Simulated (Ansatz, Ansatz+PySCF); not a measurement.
```tsv
atom	x (Å)	y (Å)	z (Å)
S	0.0395	1.0475	-0.5708
C	0.9048	0.3549	0.7469
C	-0.9028	-0.3820	-0.7601
C	0.4871	-0.9009	1.0182
C	-0.5639	-1.3311	0.1399
H	1.6767	0.9147	1.2518
H	-1.6571	-0.4444	-1.5293
H	0.8963	-1.5104	1.8113
H	-1.0314	-2.3045	0.1901
```

Basis set: def2-SVP (spherical functions). Correlated methods keep 9 orbitals frozen. Charge 0, multiplicity 3.

Computed with Ansatz (development build ahead of 0.2.0); each method stands on the lowest determinant of its kind that the runs found.

Problem. Give the atomization energy at this shape (free ground-state atoms in the same class of orbitals less the molecule, no zero-point energy) of triplet C₄H₄S by UHF-MP2, UHF.

Solution.

```csv
method,atomization energy
UHF-MP2,35.77 eV
UHF,27.38 eV
```

Caution: another spin multiplicity may lie lower; the determinant breaks the point group; the shape is not the minimum; the unrestricted determinant is spin contaminated.
